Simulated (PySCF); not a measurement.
Sn(H)3(nPr) (C₃H₁₀Sn), SMILES [CH2]([SnH3])CC.

The structure is a stationary point at B3LYP-D3(BJ)/def2-SVP. The structure was generated by enumeration; whether it is a known compound was not checked. The def2 effective core potentials stand for the cores of Sn; spin–orbit coupling is left out. The values are those of a single conformer.

Computed with PBE/def2-TZVP (PySCF).

The molecule is in vacuum.

The total energy comes out as -334.46346 hartree, the highest occupied level is -6.60 eV and the lowest empty level is -0.40 eV. The orbital gap comes out as 6.20 eV, the dipole moment is 0.236 e·Å and the quadrupole, principal values (traceless, Buckingham form, about the centre of nuclear charge) is -0.43, -0.07, 0.50 D·Å. The mean static polarisability comes out as 82.0 bohr³ (12.15 Å³) and the polarisability, principal values is 72.4, 77.4, 96.2 bohr³.
